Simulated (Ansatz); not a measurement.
`FB(F)Cl` + `N=C=O` → `O=C=NB(F)F` + HCl  (ligand exchange at a B–Cl bond)

Calculated with Ansatz (gas phase, PBE0-D4/def2-TZVP geometries, no zero-point term in ΔE). CCSD(T)/CBS is the MP2 limit (def2-TZVPP, def2-QZVPP) plus CCSD(T) − MP2 in def2-TZVPP, frozen cores. This one scheme is used for every species. DFT in def2-TZVPP. Each species was taken in one conformer, which may not be the lowest.

CCSD(T)/CBS gives -20.9 kJ/mol.

Task: Another level gave -16.1 kJ/mol. Which?
A. B2PLYP/def2-TZVPP
B. HF/def2-TZVPP
C. PBE-D4/def2-TZVPP
D. BHLYP/def2-TZVPP

Result: C. PBE-D4 -16.1, B2PLYP -21.7, BHLYP -27.1, HF/def2-TZVPP -31.7 kJ/mol.

Task: What do rigid-rotor, harmonic-oscillator terms from PBE0-D4/def2-TZVP frequencies (298.15 K, 1 bar) make of the CCSD(T)/CBS value? (An estimate is asked.)

Result: Ansatz gave: ΔZPE = -4.4 kJ/mol, ΔH = -23.3 kJ/mol, ΔS = -6 J/(mol·K), ΔG = -21.5 kJ/mol.

Largest T1 diagnostic among the species: 0.018.

From r2SCAN to r2SCAN0 (25 % exact exchange), in def2-TZVPP and without D4, ΔE moves by −3.0 kJ/mol. Leaving LDA and LC-ωPBE aside and taking each functional with its dispersion term where it has one, the values, not all of them listed here, spread over 11.6 kJ/mol, from BHLYP-D4 to revPBE-D4. LDA lies −4.7 kJ/mol from PBE without D4.
